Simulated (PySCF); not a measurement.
## From a computed spectrum to the compound

A species of 5 atoms with charge -1 has these harmonic modes (PBE0, small Gaussian bases with core potentials, PySCF 2.14.0):

```
cm⁻¹  km/mol  symmetry
 426   446.9        t2
 426   446.9        t2
 426   446.9        t2
 475     0.0         e
 475     0.0         e
1156  1359.8        t2
1156  1359.8        t2
1156  1359.8        t2
1260     0.0        a1
```

(1) Which species is it, and in which structure?

Answers

(1) [LaH4]− (singlet):
```xyz
5

La    0.0000    0.0000    0.0000
H     1.2805    1.2805    1.2805
H    -1.2805   -1.2805    1.2805
H     1.2805   -1.2805   -1.2805
H    -1.2805    1.2805   -1.2805
```
Ideal gas at 298.15 K and 1 bar: S = 248.6 J/(mol K), Cp = 65.6 J/(mol K), H − H(0 K) = 13.6 kJ/mol (rigid rotor, harmonic modes, spin degeneracy alone). 
 Other answers can fit too; this one was computed.
